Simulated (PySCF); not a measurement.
SZn (SMILES [S]=[Zn]), singlet, geometry from GFN2-xTB (such geometries of metal compounds can be far from the true shape), atoms displaced at random by about 0.03 Å a coordinate.

PySCF was given this input:
```python
from pyscf import gto, scf

mol = gto.M(
    atom='''
Zn    0.012027    0.046109   -0.717635
S    -0.014531    0.015614    1.317810
''',
    basis='sto-3g',
    charge=0,
    spin=0,
    verbose=4,
)

mf = scf.RHF(mol)
mf.kernel()
g = mf.nuc_grad_method()
grad = g.kernel()
```

Q: What does this run give for the nuclear repulsion energy, HOMO-LUMO gap, Mulliken (on the basis functions themselves) charges in atom order?

A: 
| Quantity | Result |
|---|---|
| nuclear repulsion energy | 124.7663 Eh |
| HOMO-LUMO gap | 11.70 eV |
| Mulliken (on the basis functions themselves) charges in atom order | Zn1 0.21, S2 -0.21 |
